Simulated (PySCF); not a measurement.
C₂H₅FSi₂, SMILES C([Si@@H](F)[SiH3])#C. Geometry optimised at PBE-D3(BJ)/def2-SVP. The structure was generated by enumeration; whether it is a known compound was not checked.

Computed with PySCF 2.14.0 with PBE-D3(BJ)/def2-SVP.

Harmonic wavenumbers (cm⁻¹): 85, 97, 149, 155, 278, 339, 404, 487, 516, 631, 686, 720, 743, 789, 832, 869, 896, 902, 2081, 2154, 2170, 2172, 2179, 3388. Rotational constants (GHz): 3.694, 2.052, 1.450; symmetry number 1.

Work out the zero-point energy and the ideal-gas rigid-rotor harmonic-oscillator thermochemistry at 298.15 K and 1 atm.

ZPE = ½ Σ hcν = ½ × 23723 cm⁻¹ = 141.90 kJ/mol. H − E(el) = 165.31 kJ/mol. Entropy in J/(mol K): translation 166.70, rotation 116.19, vibration 82.44, total 365.33. G − E(el) = 56.39 kJ/mol. Cp = 121.91 J/(mol K). Modes under 150 cm⁻¹ make the vibrational entropy uncertain.
